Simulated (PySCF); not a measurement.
## Spin states of TeS

Unrestricted PBE0; PySCF, scalar-relativistic core potentials, basis sets Te def2-TZVPP with ECP28, S def2-TZVPP. Outer shells of the fragments: Te 4d10 5s2 5p4; S 3s2 3p4.

Followed along the bond (rough minima from three points):

| 2Ms+1 | unpaired | ⟨S²⟩ at the start | R at minimum (Å) | Te (eV) |
| --- | --- | --- | --- | --- |
| 3 | π ↑↑ | 2.01 | 2.22 | 0.00 |
| 1 | π ↑↓ | 1.01 | 2.22 | 0.22 |
| 1 | none | 0.00 | 2.23 | 0.94 |
| 5 | σ ↑, π ↑↑↑ | 6.01 | none in the scan | ≤ 3.39 |

Solutions found at the starting distance of 2.305 Å, counted from the lowest of them; the search is not exhaustive and high or unbound solutions are not listed, so other states can lie among these:

```json
{"2Ms+1": "3", "unpaired": "π ↑↑", "term": "³Σ⁻", "E (eV)": "0.00", "⟨S²⟩": "2.01", "⟨Lz²⟩": "0.00", "μ (D)": "-1.75"}
{"2Ms+1": "1", "unpaired": "π ↑↓", "term": "mixed", "E (eV)": "0.21", "⟨S²⟩": "1.01", "⟨Lz²⟩": "2.02", "μ (D)": "-1.69"}
{"2Ms+1": "1", "unpaired": "none", "term": "mixed", "E (eV)": "0.93", "⟨S²⟩": "0.00", "⟨Lz²⟩": "2.01", "μ (D)": "-1.65"}
{"2Ms+1": "3", "unpaired": "π ↑↑", "term": "mixed", "E (eV)": "2.09", "⟨S²⟩": "2.01", "⟨Lz²⟩": "2.02", "μ (D)": "-0.67"}
{"2Ms+1": "3", "unpaired": "σ ↑, π ↑", "term": "³Π", "E (eV)": "3.38", "⟨S²⟩": "2.27", "⟨Lz²⟩": "1.06", "μ (D)": "-1.02"}
{"2Ms+1": "3", "unpaired": "σ ↑, π ↑", "term": "³Π", "E (eV)": "3.59", "⟨S²⟩": "2.01", "⟨Lz²⟩": "1.01", "μ (D)": "-1.20"}
{"2Ms+1": "1", "unpaired": "σ ↓, π ↑", "term": "mixed", "E (eV)": "3.63", "⟨S²⟩": "1.01", "⟨Lz²⟩": "1.01", "μ (D)": "-0.94"}
{"2Ms+1": "1", "unpaired": "σ ↓, π ↑", "term": "mixed", "E (eV)": "3.82", "⟨S²⟩": "1.01", "⟨Lz²⟩": "1.01", "μ (D)": "-1.28"}
{"2Ms+1": "5", "unpaired": "σ ↑, π ↑↑↑", "term": "⁵Π", "E (eV)": "4.12", "⟨S²⟩": "6.01", "⟨Lz²⟩": "1.01", "μ (D)": "-0.46"}
{"2Ms+1": "3", "unpaired": "σ ↑, π ↑↑↓", "term": "mixed", "E (eV)": "4.69", "⟨S²⟩": "3.02", "⟨Lz²⟩": "3.04", "μ (D)": "-0.38"}
```

A term symbol is given only where ⟨S²⟩ and ⟨Lz²⟩ are close to those of a pure state; real π, δ and φ orbitals otherwise mix terms. A positive dipole means Te(−)S(+).

Spin–orbit coupling is left out. Counting both spins, an empty level lies below a filled one in some of these solutions, because spin and occupation are held.
